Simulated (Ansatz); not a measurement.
Start from `C=C=CF` and change one atom or group to get `C=C=C(F)N[SiH3]`.

Ansatz, PBE0-D4/def2-TZVP geometries, multiplicity 1. Each molecule was computed in one conformer, which needn't be the lowest.

```tsv
property	`C=C=CF`
LUMO energy (B3LYP/def2-TZVPP) / eV	-0.90
HOMO energy (PBE0/def2-TZVPP) / eV	-7.49
LUMO energy (PBE0/def2-TZVPP) / eV	-0.65
LUMO energy (PBE/def2-TZVPP) / eV	-1.68
HOMO–LUMO gap (B3LYP/def2-TZVPP) / eV	6.38
HOMO energy (ωB97M-V/def2-TZVPP) / eV	-9.73
```

Q: Give the same properties after the change, and the shifts. (An estimate is asked.)

A: Computed: 
| property | `C=C=C(F)N[SiH3]` | shift |
| --- | --- | --- |
| LUMO energy (B3LYP/def2-TZVPP) / eV | -0.73 | 0.17 |
| HOMO energy (PBE0/def2-TZVPP) / eV | -6.42 | 1.07 |
| LUMO energy (PBE0/def2-TZVPP) / eV | -0.51 | 0.14 |
| LUMO energy (PBE/def2-TZVPP) / eV | -1.52 | 0.16 |
| HOMO–LUMO gap (B3LYP/def2-TZVPP) / eV | 5.50 | -0.88 |
| HOMO energy (ωB97M-V/def2-TZVPP) / eV | -8.61 | 1.12 |

With PBE0 the HOMO rises by 1.07 eV and the LUMO rises by 0.14 eV, so the gap narrows by about 0.93 eV. PBE moves the HOMO by 0.97 eV and ωB97M-V by 1.12 eV.

B3LYP here is the variant with VWN-RPA as its local correlation; programs differ in this.
